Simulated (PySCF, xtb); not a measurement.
C3H7FOSi, SMILES C[SiH2]O/C=C\F.

GFN2-xTB in xtb at its own geometry gives an orbital gap of 4.82 eV and a dipole moment of 2.50 D.

The structure is a stationary point at B3LYP-D3(BJ)/def2-SVP. The structure was generated by enumeration; whether it is a known compound was not checked. One conformer was computed; it need not be the lowest.

**Question.** What does PySCF with CAM-B3LYP/def2-TZVP give? (The exact figures need the calculation; the answer reports its results.)

**Answer.** gap 9.38 eV (levels -8.03 and 1.35 eV), dipole 2.11 D.
